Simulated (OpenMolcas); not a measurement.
Mo III: from CASSCF to CASPT2

- Program: OpenMolcas 26.06
- Basis: ANO-RCC-VQZP [8s7p5d3f2g1h]
- Scalar Hamiltonian: DKH2, point nucleus
- Active space: 4 electrons in 6 orbitals (4d 5s)
- State averaging: 2S+1 = 5 even, 15 roots; 2S+1 = 3 even, 95 roots kept (CI in the orbitals of an earlier block); 2S+1 = 1 even, 90 roots kept (CI in the orbitals of an earlier block)
- Spin-orbit coupling: RASSI with atomic mean-field integrals over the reference wave functions, term energies averaged over their components

Methods on the same reference wave functions:
A. CASSCF
B. SS-CASPT2, IPEA 0.25 Eh, imaginary shift 0.1 Eh (closed shells correlated: 4s 4p)
C. MS-CASPT2, IPEA 0.25 Eh, imaginary shift 0.1 Eh (closed shells correlated: 4s 4p)

Energies in cm⁻¹ above 4d⁴ ⁵D₀, the measured ground level; measured values from Sugar and Musgrove, J. Phys. Chem. Ref. Data 17, 155 (1988).

```json
{"Level": "4d⁴ ⁵D₀", "A": "0.0", "B": "0.0", "C": "0.0", "Measured": "0.0"}
{"Level": "4d⁴ ⁵D₁", "A": "233", "B": "252", "C": "252", "Measured": "242"}
{"Level": "4d⁴ ⁵D₂", "A": "659", "B": "695", "C": "695", "Measured": "668"}
{"Level": "4d⁴ ⁵D₃", "A": "1229", "B": "1269", "C": "1269", "Measured": "1224"}
{"Level": "4d⁴ ⁵D₄", "A": "1908", "B": "1936", "C": "1936", "Measured": "1872"}
{"Level": "4d⁴ ³P₀(1)", "A": "15017", "B": "11600", "C": "11600", "Measured": "11149"}
{"Level": "4d⁴ ³H₄", "A": "16087", "B": "13330", "C": "13330", "Measured": "12680"}
{"Level": "4d⁴ ³P₁(1)", "A": "16255", "B": "12870", "C": "12870", "Measured": "12510"}
{"Level": "4d⁴ ³H₅", "A": "16616", "B": "13930", "C": "13930", "Measured": "13276"}
{"Level": "4d⁴ ³H₆", "A": "17124", "B": "14460", "C": "14460", "Measured": "13811"}
{"Level": "4d⁴ ³F₂(1)", "A": "17927", "B": "14610", "C": "14610", "Measured": "13929"}
{"Level": "4d⁴ ³F₃(1)", "A": "17979", "B": "14620", "C": "14620", "Measured": "13948"}
{"Level": "4d⁴ ³P₂(1)", "A": "18221", "B": "14790", "C": "14790", "Measured": "14358"}
{"Level": "4d⁴ ³F₄(1)", "A": "18250", "B": "14970", "C": "14970", "Measured": "14296"}
{"Level": "4d⁴ ³G₃", "A": "20289", "B": "16650", "C": "16650", "Measured": "15871"}
{"Level": "4d⁴ ³G₄", "A": "20764", "B": "17090", "C": "17090", "Measured": "16283"}
{"Level": "4d⁴ ³G₅", "A": "21152", "B": "17510", "C": "17510", "Measured": "16714"}
{"Level": "4d⁴ ¹I₆", "A": "24946", "B": "20620", "C": "20620", "Measured": "20290"}
{"Level": "4d⁴ ³D₃", "A": "25622", "B": "20330", "C": "20330", "Measured": "19488"}
{"Level": "4d⁴ ³D₂", "A": "25696", "B": "20430", "C": "20430", "Measured": "19577"}
{"Level": "4d⁴ ³D₁", "A": "26025", "B": "20760", "C": "20760", "Measured": ""}
{"Level": "4d⁴ ¹G₄(1)", "A": "26402", "B": "21680", "C": "21680", "Measured": "20612"}
{"Level": "4d⁴ ¹D₂(1)", "A": "29611", "B": "24050", "C": "24050", "Measured": "22806"}
{"Level": "4d⁴ ¹S₀(1)", "A": "30365", "B": "23960", "C": "23960", "Measured": "22990"}
```

Deviations, from unrounded energies. A percentage is the sum of absolute deviations over the sum of measured energies, with the sign that they share, or ± where signs differ.

```json
{"Against measurement": "mean absolute deviation (cm-1)", "Levels": "22", "A": "3800", "B": "590", "C": "590"}
{"Against measurement": "fine structure of the ground term (%)", "Levels": "4", "A": "±1.5", "B": "+3.6", "C": "+3.6"}
{"Against measurement": "other terms of the ground configuration (%)", "Levels": "18", "A": "+28.4", "B": "+4.4", "C": "+4.4"}
```

B, C lie about equally close to measurement and A furthest from it. The largest miss of B in the table is 4d⁴ ¹D₂(1), by +1200 cm-1. The ranking rests on the paired levels alone, and a cruder setting can come out closer through cancelling errors.

Between B and C no level of the table moves by more than 5 cm-1.

The two smallest mean deviations differ by little beside CASPT2's spread within terms, so their order carries little weight.

From A to B the spin-free energies of the other terms of 4d⁴ shown, above ⁵D, scale by factors of 0.77 to 0.83, as is usual when dynamic correlation screens the repulsion within a d or f shell.

The lowest spin-free term lies below A's lowest term by 0.374 hartree in B, 0.374 hartree in C.

CASPT2 breaks the degeneracy within a term, and the mean is taken; among the terms shown or strongly mixed into the levels shown the widest spread is 170 cm-1 (4d⁴ ¹I, C). Terms from blocks run as CI alone lack orbitals of their own. Configurations are named by rounded mean occupations; where the s occupation lies near a half they are strongly mixed, a name can repeat and a true partner stay unpaired. Without dynamic correlation excited terms often stand tens of per cent too high (terms of higher spin than the ground term too low), and those without a measured partner can miss by more than the paired ones (holds for A). Some levels mix across a computed gap that differs much from the measured one, so their mixing is not that of the real levels (holds for A). The CASPT2 spread within a term exceeds the gap to the next term for 4d⁴ ¹I and 4d⁴ ³D, so the order of their levels is uncertain (holds for B; C). Blocks of more than 70 roots (2S+1 = 3 even, 1 even) ran without multistate coupling (holds for C). Computed and measured levels are paired by configuration, term and J; levels that our copy of the source lacks, or whose pairing is in doubt (as where it misses far off the trend of its configuration), stay unpaired and out of the deviations. Levels of configurations outside the active space are missing. The table leaves out levels that lie high or whose names do not pair safely across all columns.

A number in round brackets counts repeated terms of one configuration in the order of the reference energies.
